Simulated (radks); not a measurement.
All-electron atom: the cobalt ion Co4+ in [Ar] 3d5. Method: Dirac Kohn-Sham, LDA (Slater exchange, Perdew-Wang correlation), spin-unpolarised, spherical densities, finite nucleus; open shells are shared between the two j in proportion to 2j + 1; Fermi nuclear charge, rms radius 3.7875 fm; computed with a radial shooting solver on a logarithmic mesh with Libxc functionals. Some entries of the table are withheld. Estimate them.

| orbital | occ. | eigenvalue (hartree) | <1/r> (bohr^-1) | r(max) (bohr) |
|---|---|---|---|---|
| 1s1/2 | 2 | -280.6730 | 26.99 | 0.03684 |
| 2s1/2 | 2 | -35.28873 | 5.825 | 0.2136 |
| 2p1/2 | 2 | -30.95968 | 5.782 | 0.1703 |
| 2p3/2 | 4 | -30.41649 | 5.670 | 0.1728 |
| 3s1/2 | 2 | -5.95683 | (1) | 0.6650 |
| 3p1/2 | 2 | (2) | 1.754 | 0.6664 |
| 3p3/2 | 4 | (3) | 1.729 | 0.6736 |
| 3d3/2 | 2 | -2.44012 | 1.459 | 0.6347 |
| 3d5/2 | 3 | -2.43104 | 1.453 | 0.6370 |

Answer. 
(1) 3s1/2 <1/r> (bohr^-1): 1.869
(2) 3p1/2 eigenvalue (hartree): -4.65148
(3) 3p3/2 eigenvalue (hartree): -4.57910
